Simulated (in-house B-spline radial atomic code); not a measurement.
Configurations of the magnesium ion Mg⁺, with energies counted from [Ne] 3s1. Method: Dirac-Hartree-Fock, average of configuration, Fermi nucleus of rms radius 3.057 fm. Calculated with a B-spline radial code for spherical atoms. Energies include first-order Breit, QED and recoil terms.

Occupations are held fixed; configurations that lie above the ionisation limit could autoionise.

```csv
configuration,E - E(ref) (eV),highest orbital,its <r> (bohr)
[Ne] (5p1/2)1,11.811,5p1/2,13.49
[Ne] (6p1/2)1,12.813,6p1/2,20.72
[Ne] (6f5/2)1,13.23,6f5/2,24
[He] 2s2 (2p1/2)2 (2p3/2)3 3s2,49.682,3s1/2,2.538
```

Q: Order these further configurations by energy, lowest first.
A. [Ne] 5s1
B. [Ne] (4p3/2)1
C. [Ne] (7d5/2)1
D. [He] 2s2 (2p1/2)2 (2p3/2)3 3s1 (4f7/2)1

A: B (9.7549 eV), A (11.241 eV), C (13.622 eV), D (63.03 eV).
